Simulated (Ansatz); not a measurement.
Compare A (`C/N=C\[SiH2]S`) with its isomer B (`SC[SiH]1CN1`).

Program: Ansatz. Geometries: PBE0-D4/def2-TZVP. ΔE: electronic, gas phase. CCSD(T)/CBS is the MP2 limit (def2-TZVPP, def2-QZVPP) plus CCSD(T) − MP2 in def2-TZVPP, frozen cores. Functionals use def2-TZVPP. B3LYP here is the variant with VWN-RPA as its local correlation; programs differ in this. One conformer a species, not always the lowest.

Question: Which isomer does CCSD(T)/CBS put lower? Give the gap. (An estimate is asked.)

Answer: The calculation gave: A, by 11.9 kcal/mol.

Question: Give E(B) − E(A) in kcal/mol with CCSD(T)/def2-TZVPP, B3LYP-D4, PBE-D4, HF/def2-TZVPP, B2PLYP, ωB97M-V, B3LYP. (An estimate is asked.)

Answer: Ansatz gave: CCSD(T)/def2-TZVPP 13.2, B3LYP-D4 14.7, PBE-D4 11.5, HF/def2-TZVPP 18.8, B2PLYP 13.5, ωB97M-V 10.6, B3LYP 14.7. None reverses the order clearly.

Largest T1 diagnostic: 0.012.

In def2-TZVPP, CCSD(T) changes the Hartree–Fock value by −5.6 kcal/mol (the triples alone add −0.0 kcal/mol) and MP2 by −8.6 kcal/mol. From PBE to PBE0 (25 % exact exchange), in def2-TZVPP and without D4, E(B) − E(A) moves by −1.3 kcal/mol.
